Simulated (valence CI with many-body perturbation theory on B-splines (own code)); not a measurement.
# Ag25+: M1 decay

Method: relativistic CI+MBPT: four valence electrons over a frozen Dirac-Fock core [Ar], radial functions for each j: 9 s, 9 p, 10 d, 8 f, 5 g, 3 h, 1 i, with the one-electron correlation potential Σ1, the two-electron term Σ2, the three-electron term Σ3, Breit, model QED; selected CI, second order for the rest (own B-spline code, finite nucleus).

No measured levels were compared; by estimate terms of the open shell hold to 2 to 4 % of their energy, and close levels can change places. Core correlation moves these levels by up to 9400 cm⁻¹, and in measured spectra 5 to 20 % of such shifts remained as error; rates that hang on mixing are uncertain with them. Only levels of the ground parity were solved; by the run's estimate the other parity begins above the list, which can be wrong where configurations are misplaced.

Lines 1 to 50 of 120 in falling wavelength, among levels below 66.330 eV, chosen from the decays that carry over 1 % of a level's rate. Wavelengths and rates use the calculated energies, so an error of 3000 cm⁻¹ moves a line at 468.0 nm by 14 % and its rate by three times that or more. Weak lines are less certain than strong ones. Lines between different terms over intervals too small for the method are left out, as are lines whose strength nearly cancels. Branching is blank where the lifetime is uncertain.

Names give the largest LS component (configuration and term), which can be under half, so a name can repeat, a term be missing and a line seem to break the LS rules; names also repeat where a configuration has a term twice. Letters in brackets count levels of one name in rising energy.

| λ vac (nm) | Upper | Lower | Type | A (s⁻¹) | Branch % |
| --- | --- | --- | --- | --- | --- |
| 1212 | 3d4 5D_4 | 3d4 5D_3 | M1 | 1.14e+01 | 100.0 |
| 906.1 | 3d4 3H_6 | 3d4 3H_5 | M1 | 1.64e+01 | 99.9 |
| 623.2 | 3d4 5D_3 | 3d4 5D_2 | M1 | 1.65e+02 | 100.0 |
| 468.0 | 3d4 3G_3 | 3d4 3H_4 | M1 | 6.74e+01 | 1.7 |
| 451.2 | 3d4 5D_2 | 3d4 5D_1 | M1 | 5.08e+02 | 100.0 |
| 362.9 | 3d4 3P_2 [c] | 3d4 3P_2 [b] | M1 | 1.57e+02 | 2.2 |
| 357.9 | 3d4 5D_1 | 3d4 5D_0 | M1 | 8.44e+02 | 100.0 |
| 352.1 | 3d4 3H_5 | 3d4 3H_4 | M1 | 3.79e+02 | 35.6 |
| 337.9 | 3d4 3D_2 | 3d4 3P_1 [a] | M1 | 2.91e+02 | 18.6 |
| 303.1 | 3d4 3G_4 | 3d4 3G_3 | M1 | 5.53e+02 | 35.1 |
| 300.0 | 3d4 3F_2 [b] | 3d4 3P_2 [c] | M1 | 2.84e+02 | 2.2 |
| 289.2 | 3d4 3D_2 | 3d4 3F_2 [a] | M1 | 1.57e+02 | 10.0 |
| 288.5 | 3d4 3P_2 [a] | 3d4 3D_2 | M1 | 1.67e+02 | 1.5 |
| 288.1 | 3d4 3P_2 [b] | 3d4 3D_1 | M1 | 2.75e+02 | 2.9 |
| 267.6 | 3d4 1G_4 [a] | 3d4 3G_5 | M1 | 2.21e+02 |  |
| 266.5 | 3d4 3F_4 [a] | 3d4 3H_5 | M1 | 3.66e+02 | 4.7 |
| 257.8 | 3d4 3D_2 | 3d4 3G_3 | M1 | 1.95e+01 | 1.2 |
| 256.0 | 3d4 3P_1 [a] | 3d4 3P_0 [a] | M1 | 9.95e+02 | 11.1 |
| 242.6 | 3d4 3H_4 | 3d4 5D_4 | M1 | 1.41e+03 | 77.2 |
| 238.8 | 3d4 3G_5 | 3d4 3G_4 | M1 | 1.24e+03 | 31.9 |
| 232.8 | 3d4 3F_3 [a] | 3d4 3F_2 [a] | M1 | 1.56e+02 | 4.6 |
| 224.4 | 3d4 3F_4 [a] | 3d4 3G_3 | M1 | 1.02e+02 | 1.3 |
| 217.6 | 3d4 3D_1 | 3d4 3D_2 | M1 | 8.67e+02 | 6.5 |
| 217.4 | 3d4 3P_2 [b] | 3d4 3P_2 [a] | M1 | 2.61e+02 | 2.7 |
| 202.6 | 3d4 1G_4 [a] | 3d4 3F_3 [b] | M1 | 3.33e+02 |  |
| 202.2 | 3d4 3H_4 | 3d4 5D_3 | M1 | 4.17e+02 | 22.8 |
| 199.3 | 3d4 3F_2 [b] | 3d4 1F_3 | M1 | 4.41e+02 | 3.5 |
| 188.1 | 3d4 3F_4 [b] | 3d4 1G_4 [a] | M1 | 2.84e+02 | 1.6 |
| 184.0 | 3d4 3G_4 | 3d4 3H_4 | M1 | 9.44e+02 | 59.9 |
| 176.8 | 3d4 3P_2 [b] | 3d4 3F_3 [b] | M1 | 6.62e+02 | 6.9 |
| 176.3 | 3d4 1F_3 | 3d4 3P_2 [a] | M1 | 2.14e+02 |  |
| 176.1 | 3d4 3G_5 | 3d4 3H_6 | M1 | 8.70e+02 | 22.4 |
| 170.4 | 3d4 3F_3 [b] | 3d4 3F_2 [a] | M1 | 2.51e+03 | 25.4 |
| 164.2 | 3d4 3F_2 [b] | 3d4 3P_2 [b] | M1 | 4.75e+02 | 3.7 |
| 161.4 | 3d4 3F_3 [c] | 3d4 3P_2 [b] | M1 | 7.76e+02 |  |
| 159.8 | 3d4 3G_3 | 3d4 5D_4 | M1 | 1.69e+02 | 4.3 |
| 159.0 | 3d4 3F_3 [b] | 3d4 3G_3 | M1 | 2.75e+03 | 27.7 |
| 155.6 | 3d4 3P_2 [a] | 3d4 3P_1 [a] | M1 | 6.21e+02 | 5.7 |
| 153.7 | 3d4 1G_4 [a] | 3d4 3F_3 [a] | M1 | 9.12e+02 |  |
| 151.7 | 3d4 3F_4 [a] | 3d4 3H_4 | M1 | 4.02e+03 | 52.1 |
| 149.4 | 3d4 1I_6 | 3d4 3H_6 | M1 | 1.92e+03 | 45.9 |
| 148.6 | 3d4 1F_3 | 3d4 3F_3 [b] | M1 | 1.35e+03 |  |
| 147.8 | 3d4 1G_4 [a] | 3d4 3F_4 [a] | M1 | 2.43e+03 |  |
| 147.4 | 3d4 3G_5 | 3d4 3H_5 | M1 | 1.31e+03 | 33.8 |
| 144.5 | 3d4 3F_3 [c] | 3d4 1G_4 [a] | M1 | 1.70e+03 |  |
| 144.4 | 3d4 3P_2 [a] | 3d4 3F_2 [a] | M1 | 1.05e+03 | 9.7 |
| 143.6 | 3d4 3H_5 | 3d4 5D_4 | M1 | 6.87e+02 | 64.4 |
| 141.2 | 3d4 3G_3 | 3d4 5D_3 | M1 | 2.26e+03 | 57.5 |
| 138.3 | 3d4 3P_2 [b] | 3d4 3F_3 [a] | M1 | 1.67e+03 | 17.4 |
| 136.1 | 3d4 3P_2 [a] | 3d4 3G_3 | M1 | 1.99e+02 | 1.8 |
